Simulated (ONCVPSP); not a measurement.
Building the ONCV potential for samarium (PBEsol, scalar-relativistic).

```
Element                 : samarium (Sm)
Generator               : ONCVPSP 4.0.1
Type                    : optimised norm-conserving Vanderbilt (ONCV)
Functional              : PBEsol
Relativity              : scalar-relativistic
Frozen core             : [Kr] 4d10
Valence charge          : 16
Reference configuration : 4f6 5s2 5p6 6s1.5 (charge +0.5)
Partial waves           : 5s+6s: rc 2.55 bohr, ncon 5, nbas 9, qcut 4.8 1/bohr, 2 projectors; 5p: rc 2.10 bohr, ncon 5, nbas 8, qcut 6.7 1/bohr, 2 projectors, debl 3.6 Ha; d scattering state at 0.33 Ha: rc 2.05 bohr, ncon 5, nbas 10, qcut 4.9 1/bohr, 3 projectors, debl 2.3 Ha; 4f: rc 1.45 bohr, ncon 4, nbas 8, qcut 13 1/bohr, 2 projectors, debl 1.9 Ha
Local potential         : polynomial inside 1.05 bohr (lpopt 1, dvloc0 3 Ha)
Core correction         : Teter function, fcfact 2.25, rcfact 1
```

In the d channel the program set the typed energies aside and used 0.050, 2.350, 4.650 Ha.

- Cutoffs needed: 67 Ha and 74 Ha (the cutoffs (Ha) at which the residual kinetic energy of the hardest occupied pseudo-wave falls to 1 and 0.1 mHa per electron)
- Ghost test: no bound ghost flagged; GHOST(+) flagged for p at 201.6 eV
- Configuration tests: tests left out (the all-electron energies of this program are off by 10 to 40 meV for near-neutral 4f atoms)
- rms error of d²Exc/dni dnj: 7.83 mHa without and 6.39 mHa with the model core
